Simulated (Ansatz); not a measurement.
The same path of CH8Si2 + ClH (13 atoms, charge 0, multiplicity 1) was run 3 times with different band settings. Lost on the way: Si1–Si2, H6–Cl7. Made: Si1–Cl7, Si2–H6.

These are results of RKS revPBE-D4/6-31G* in Ansatz, not measurements.

Relaxed end points:

```xyz
13
Properties=species:S:1:pos:R:3
Si -1.043 -0.380 -0.363
Si 0.673 -1.515 0.782
H -1.834 -1.414 -1.118
H -1.963 0.244 0.649
C -0.347 0.931 -1.550
H 1.092 1.281 1.881
Cl 0.778 2.544 1.930
H 1.480 -0.568 1.642
H 0.145 -2.580 1.699
H 1.649 -2.146 -0.170
H 0.194 1.713 -0.993
H -1.167 1.414 -2.110
H 0.345 0.476 -2.279
```

```xyz
13
Properties=species:S:1:pos:R:3
Si -1.547 0.871 -0.078
Si 1.530 -1.648 1.104
H -1.457 -0.498 0.522
H -2.958 1.123 -0.519
C -0.329 1.094 -1.496
H 1.464 -0.187 1.430
Cl -1.117 2.246 1.443
H 2.883 -2.184 1.465
H 0.474 -2.386 1.870
H 1.301 -1.838 -0.367
H -0.408 2.108 -1.923
H -0.543 0.362 -2.297
H 0.707 0.938 -1.153
```

Common settings: optimiser quadratic models (default); start path through a guess of the saddle point; force threshold 0.03 eV/Å; iteration limit 60; end points relaxed.

| run | movable images | climbing image | spring |
| --- | --- | --- | --- |
| 1 | 7 | yes | 5.0 eV/Å² |
| 2 | 1 | no | 5.0 eV/Å² |
| 3 | 7 | yes | 2.0 to 10.0 eV/Å², energy-weighted |

Q: What does each run give, and how far can it be trusted?

A: Run 1: converged after 20 iterations, highest image 1.408 eV above the first end. A vibrational analysis at the climbing image gives one clearly imaginary mode, 670i cm⁻¹: a first-order saddle point.
Run 2: converged after 13 iterations, highest image 0.059 eV above the first end. No image climbed, so the highest image needn't sit at the top of the path. A band with more images between the same ends climbed to 1.41 eV, so this one has probably stepped over the top. So few images can step over the top or miss a turn of the path.
Run 3: converged after 15 iterations, highest image 1.408 eV above the first end. Another band between the same ends (7 images) ends at a top of the same energy, where a vibrational analysis finds 1 clearly imaginary mode.
The orbitals stay closed-shell, which can raise the energy where a bond breaks towards radicals; this wasn't checked here.
